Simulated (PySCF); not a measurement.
C4H4F2O.
Atom-mapped SMILES: `[CH3:1]/[C:2](=[CH:3]/[F:4])[C:5](=[O:6])[F:7]`

The computed photoelectron lines, unassigned: C 1s: 291.65 (area 1), 291.87 (area 1), 293.67 (area 1), 295.62 (area 1) eV; O 1s: 538.41 eV; F 1s: 692.99 (area 1), 693.74 (area 1) eV.

The calculation used delta-SCF UKS SCAN, pcX-2 on the ionised atom, pcseg-1 elsewhere, spin-free X2C in PySCF. One conformer (not necessarily the lowest) at the GFN2-xTB geometry, without solvent, vibrations or thermal averaging.

(1) Order the carbon atoms by C 1s binding energy.

(2) Assign the F 1s lines to atoms.

Results:

(1) 291.65 eV: C1 (allylic carbon); 291.87 eV: C2 (fully substituted alkene carbon); 293.67 eV: C3 (vinylic C–F carbon); 295.62 eV: C5 (acyl halide carbon). Lowest listed C 1s: C1, bonded to C and 3 H. Highest, 3.97 eV above it: C5, bonded to F, O (double bond) and C. Summing the Pauling electronegativity differences to the bonded atoms, each weighted by its formal bond order, gives -1.05 for the lowest site and +3.21 for the highest; no listed site has a larger sum than the highest.

(2) 692.99 eV: F7 (acyl fluorine); 693.74 eV: F4 (vinyl fluorine). The listed F 1s values span 0.75 eV, from F7 (bonded to C) to F4 (bonded to C).

Bonded neighbours of each site: C1: C and 3 H; C2: C (double bond) and 2 C; C3: F, C (double bond) and H; F4: C; C5: F, O (double bond) and C; O6: C (double bond); F7: C.

Which effective nuclear charge Zeff reproduces each element's mean 1s value in the hydrogen-like formula E = 13.606 eV × Zeff²?

C (Z = 6): mean 293.2 eV, Zeff = 4.64, Z − Zeff = 1.36; O (Z = 8): mean 538.4 eV, Zeff = 6.29, Z − Zeff = 1.71; F (Z = 9): mean 693.4 eV, Zeff = 7.14, Z − Zeff = 1.86. Means run over the listed sites, weighted by atom count.

The values belong to the conformer `[CH3:1]/[C:2](=[CH:3]/[F:4])[C:5](=[O:6])[F:7]`: C1–C2–C5–O6 -179°.
